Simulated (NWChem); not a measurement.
System: CH7NSi2; SMILES C1[SiH2]N[SiH2]1

The following NWChem deck was run.

```
start job
memory heap 200 mb stack 900 mb global 1100 mb
geometry units angstroms noautosym nocenter noautoz
  C      0.000000     0.000000     1.333121
  Si     1.309912     0.000000    -0.054191
  N      0.000000     0.000000    -1.234365
  Si    -1.309912     0.000000    -0.054191
  H      0.000000     0.901333     1.976605
  H      0.000000    -0.901333     1.976605
  H      2.205340    -1.215146    -0.094928
  H      2.205340     1.215146    -0.094928
  H      0.000000     0.000000    -2.254753
  H     -2.205340     1.215146    -0.094928
  H     -2.205340    -1.215146    -0.094928
end
basis spherical
  * library 6-31g*
end
dft
  xc hfexch
  iterations 150
  mulliken
end
task dft energy
esp
  recalculate
  probe 0.07
  range 0.3
  factor 1.0
  spacing 0.02
end
task esp
```

Output (shortened):

```
             Northwest Computational Chemistry Package (NWChem) 7.3.0
             --------------------------------------------------------

                             Geometry "geometry" -> ""
                             -------------------------

 Output coordinates in angstroms (scale by  1.889725989 to convert to a.u.)

  No.       Tag          Charge          X              Y              Z
 ---- ---------------- ---------- -------------- -------------- --------------
    1 C                    6.0000     0.00000000     0.00000000     1.33312100
    2 Si                  14.0000     1.30991200     0.00000000    -0.05419100
    3 N                    7.0000     0.00000000     0.00000000    -1.23436500
    4 Si                  14.0000    -1.30991200     0.00000000    -0.05419100
    5 H                    1.0000     0.00000000     0.90133300     1.97660500
    6 H                    1.0000     0.00000000    -0.90133300     1.97660500
    7 H                    1.0000     2.20534000    -1.21514600    -0.09492800
    8 H                    1.0000     2.20534000     1.21514600    -0.09492800
    9 H                    1.0000     0.00000000     0.00000000    -2.25475300
   10 H                    1.0000    -2.20534000     1.21514600    -0.09492800
   11 H                    1.0000    -2.20534000    -1.21514600    -0.09492800

 Effective nuclear repulsion energy (a.u.)     224.0840776228

  xc_inp: hfexch multiplicative factor not found.

                                 NWChem DFT Module
                                 -----------------

 Summary of "ao basis" -> "ao basis" (spherical)
 ------------------------------------------------------------------------------
       Tag                 Description            Shells   Functions and Types
 ---------------- ------------------------------  ------  ---------------------
 C                           6-31g*                  6       14   3s2p1d
 Si                          6-31g*                  8       18   4s3p1d
 N                           6-31g*                  6       14   3s2p1d
 H                           6-31g*                  2        2   2s

            General Information
            -------------------
          SCF calculation type: DFT
          Wavefunction type:  closed shell.
          No. of atoms     :    11
          No. of electrons :    48
           Alpha electrons :    24
            Beta electrons :    24
          Charge           :     0
          Spin multiplicity:     1
          Use of symmetry is: off; symmetry adaption is: off
          Maximum number of iterations: 150
          AO basis - number of functions:    78
                     number of shells:    42
          Convergence on energy requested:  1.00D-06
          Convergence on density requested:  1.00D-05
          Convergence on gradient requested:  5.00D-04

              XC Information
              --------------
                     Hartree-Fock (Exact) Exchange  1.000

      Superposition of Atomic Density Guess
      -------------------------------------

 Sum of atomic energies:        -673.07623521

      Non-variational initial energy
      ------------------------------

 Total energy =    -675.087425
 1-e energy   =   -1374.602094
 2-e energy   =     475.430591
 HOMO         =      -0.317748
 LUMO         =       0.017192

     ---------------------------------------------
      Total Density - Mulliken Population Analysis
     ---------------------------------------------

    Atom       Charge   Shell Charges
 -----------   ------   -------------------------------------------------------
    1 C    6     7.02   2.00  0.72  2.08  0.72  1.48  0.02
    2 Si  14    13.22   2.00  2.00  5.97  0.93  1.49  0.26  0.38  0.18
    3 N    7     8.22   2.00  0.82  2.68  0.82  1.88  0.01
    4 Si  14    13.22   2.00  2.00  5.97  0.93  1.49  0.26  0.38  0.18
    5 H    1     0.72   0.44  0.28
    6 H    1     0.72   0.44  0.28
    7 H    1     1.08   0.47  0.61
    8 H    1     1.08   0.47  0.61
    9 H    1     0.56   0.40  0.16
   10 H    1     1.08   0.47  0.61
   11 H    1     1.08   0.47  0.61

   convergence    iter        energy       DeltaE   RMS-Dens  Diis-err
 ---------------- ----- ----------------- --------- --------- ---------
 d= 0,ls=0.0,diis     1   -674.1897388759 -8.98D+02  7.17D-03  4.31D-01
 d= 0,ls=0.0,diis     2   -674.2441658468 -5.44D-02  2.94D-03  1.05D-01
 d= 0,ls=0.0,diis     3   -674.2570351222 -1.29D-02  1.07D-03  6.88D-03
 d= 0,ls=0.0,diis     4   -674.2582002145 -1.17D-03  1.48D-04  1.49D-04
 d= 0,ls=0.0,diis     5   -674.2582253444 -2.51D-05  6.73D-05  1.07D-05
  Resetting Diis
 d= 0,ls=0.0,diis     6   -674.2582279723 -2.63D-06  1.73D-05  4.12D-07
 d= 0,ls=0.0,diis     7   -674.2582281274 -1.55D-07  3.32D-06  2.97D-08

         Total DFT energy =     -674.258228127388
      One electron energy =    -1378.087557767290
           Coulomb energy =      534.872931702386
    Exchange-Corr. energy =      -55.127679685318
 Nuclear repulsion energy =      224.084077622834

 Numeric. integr. density =        0.000000000000

                       DFT Final Molecular Orbital Analysis
                       ------------------------------------

 Vector   22  Occ=2.000000D+00  E=-4.691141D-01
              MO Center=  5.3D-13,  5.8D-14, -8.3D-02, r^2= 6.0D+00
   Bfn.  Coefficient  Atom+Function         Bfn.  Coefficient  Atom+Function
  ----- ------------  ---------------      ----- ------------  ---------------
    22      0.274216   2 Si py               54     -0.274216   4 Si py
    70     -0.218686   7 H  s                72      0.218686   8 H  s
    76     -0.218686  10 H  s                78      0.218686  11 H  s
    69     -0.167343   7 H  s                71      0.167343   8 H  s
    75     -0.167343  10 H  s                77      0.167343  11 H  s

 Vector   23  Occ=2.000000D+00  E=-3.979458D-01
              MO Center=  1.0D-13,  8.5D-15,  7.4D-01, r^2= 3.1D+00
   Bfn.  Coefficient  Atom+Function         Bfn.  Coefficient  Atom+Function
  ----- ------------  ---------------      ----- ------------  ---------------
     3      0.395170   1 C  px                7      0.317416   1 C  px
    21     -0.210898   2 Si px               53     -0.210898   4 Si px
    23      0.169751   2 Si pz               55     -0.169751   4 Si pz
    70     -0.128901   7 H  s                72     -0.128901   8 H  s
    76      0.128901  10 H  s                78      0.128901  11 H  s

 Vector   24  Occ=2.000000D+00  E=-3.811507D-01
              MO Center=  8.9D-14,  1.8D-14, -7.9D-01, r^2= 3.3D+00
   Bfn.  Coefficient  Atom+Function         Bfn.  Coefficient  Atom+Function
  ----- ------------  ---------------      ----- ------------  ---------------
    36      0.465180   3 N  py               40      0.454373   3 N  py
    70      0.205884   7 H  s                72     -0.205884   8 H  s
    76     -0.205884  10 H  s                78      0.205884  11 H  s
    69      0.110889   7 H  s                71     -0.110889   8 H  s
    75     -0.110889  10 H  s                77      0.110889  11 H  s

 Vector   25  Occ=0.000000D+00  E= 1.187408D-01
              MO Center= -1.9D-13, -9.0D-15, -1.5D-01, r^2= 6.9D+00
   Bfn.  Coefficient  Atom+Function         Bfn.  Coefficient  Atom+Function
  ----- ------------  ---------------      ----- ------------  ---------------
    27      0.782720   2 Si pz               59      0.782720   4 Si pz
    38      0.713133   3 N  s                 6     -0.704384   1 C  s
    23      0.191085   2 Si pz               55      0.191085   4 Si pz
     9      0.163515   1 C  pz               66     -0.089878   5 H  s
    68     -0.089878   6 H  s                19     -0.082267   2 Si pz

[...]

                     NWChem Electrostatic Potential Fit Module
                     -----------------------------------------

 Atom parameters

 Number of atoms is                                   11
 Number of basis functions is                         78

 Grid parameters

 Maximum number of grid points is                  46932
 Number of grid points is                          46931
 Grid range                                     0.300000 nm
 Grid spacing                                   0.020000 nm
 Probe radius                                   0.070000 nm
 Atom radius factor                             1.000000

 Atomic radii

    1    0.100000
    6    0.147000
    7    0.140000
   14    0.187000
 FASTESP  F
  using M.O. file = ./job.movecs

    Atom              Coordinates                           Charge

                                                  ESP

    1 C     0.000000    0.000000    0.133312   -0.555463
    2 Si    0.130991    0.000000   -0.005419    0.810929
    3 N     0.000000    0.000000   -0.123437   -0.877634
    4 Si   -0.130991    0.000000   -0.005419    0.810593
    5 H     0.000000    0.090133    0.197661    0.108309
    6 H     0.000000   -0.090133    0.197661    0.108943
    7 H     0.220534   -0.121515   -0.009493   -0.190212
    8 H     0.220534    0.121515   -0.009493   -0.190220
    9 H     0.000000    0.000000   -0.225475    0.354962
   10 H    -0.220534    0.121515   -0.009493   -0.190137
   11 H    -0.220534   -0.121515   -0.009493   -0.190071
                                            ------------
                                                0.000000

 Dipole moment                                  0.082731

 Quadrupole moment Qxx                         -4.274458
                   Qyy                         -4.591340
                   Qzz                          8.865799

 RMS deviation kJ/mol                           0.058551

 RRMS %                                        52.292273
```

Level: Hartree-Fock/6-31G* (spherical d). Coordinates come from a PBE-D3(BJ)/def2-SVP optimisation.
